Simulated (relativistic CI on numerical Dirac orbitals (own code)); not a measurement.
## Sensitivity of the levels of Er45+ to α and to the nuclear radius

Calculated at this level of theory: Dirac-Coulomb-Breit CI, orbitals from a KLI potential per configuration, derivatives by finite differences, unscaled Slater integrals, QED left out (own radial code, finite nucleus).

Configurations in the expansion (outside the closed core [Ne]): 3s2 3p6 3d5, 3s2 3p5 3d6, 3s2 3p4 3d7, 3s 3p6 3d6, 3p6 3d7, 3s 3p5 3d7, 3s2 3p6 3d4 4s, 3s2 3p6 3d3 4s2. Levels of other configurations are missing.

With x = (α/α₀)² − 1 an excitation energy changes as ω = ω₀ + qx; K = 2q/ω₀ is the relative enhancement. Terms are leading LS components, so labels can repeat. The field-shift factor is F = δν/δ⟨r²⟩ for the transition from the lowest level.

Lowest level 3s2 3p6 3d5 4P_5/2.

| Level | ω₀ (cm⁻¹) | q (cm⁻¹) | K | F (GHz/fm²) |
| --- | --- | --- | --- | --- |
| 3s2 3p6 3d5 6S_5/2 | 290476 | 369700 | 2.55 | 6.78 |
| 3s2 3p6 3d5 4G_7/2 | 380910 | 358900 | 1.88 | 6.82 |
| 3s2 3p6 3d5 4D_3/2 | 390665 | 368000 | 1.88 | 6.6 |
| 3s2 3p6 3d5 2H_11/2 | 393785 | 351500 | 1.79 | 7.16 |
| 3s2 3p6 3d5 4G_9/2 | 430676 | 366400 | 1.7 | 7.24 |
| 3s2 3p6 3d5 4D_5/2 | 452988 | 382100 | 1.69 | 7.22 |
| 3s2 3p6 3d5 4P_1/2 | 470794 | 406700 | 1.73 | 7.26 |
| 3s2 3p6 3d5 2F_7/2 | 490693 | 367400 | 1.5 | 6.9 |
| 3s2 3p6 3d5 2D_3/2 | 596618 | 425400 | 1.43 | 8.57 |
| 3s2 3p6 3d5 6S_5/2 | 663894 | 722400 | 2.18 | 13.1 |
| 3s2 3p6 3d5 4D_7/2 | 725737 | 738600 | 2.04 | 13.4 |
| 3s2 3p6 3d5 2I_11/2 | 732942 | 728400 | 1.99 | 13.9 |
| 3s2 3p6 3d5 4G_9/2 | 746940 | 728400 | 1.95 | 13.5 |

At this charge energies of transitions that change n are usually good to better than 1 %, and those within a shell (Δn = 0) to a few per cent.
